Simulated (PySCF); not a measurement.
How methods differ on the excitation energy of Fe

Fe [Ar] 3d6 4s2 (5D) → Fe [Ar] 3d5 4s2 5s1 (7S), as a difference of total energies. Calculation: PySCF 2.14, in aug-cc-pVDZ-DK (7s6p4d2f, 59 functions); the spin-free X2C one-electron Hamiltonian (Gaussian nucleus). Correlated levels: valence: [Ar] frozen. The calculations carry no spin-orbit coupling.

| method | excitation energy (eV) |
| --- | --- |
| UHF | 6.112 |
| MP2 (valence) | 7.476 |
| SCS-MP2 (valence) | 7.545 |
| CCSD (valence) | 7.430 |
| CCSD(T) (valence) | 7.488 |

Q: How much does correlation contribute at CCSD(T) (valence)?

A: 7.488 − (6.112) = 1.376 eV, measured against UHF.

The promoted electron is Rydberg-like, and one or two diffuse shells describe it only roughly, which tends to raise the upper state.
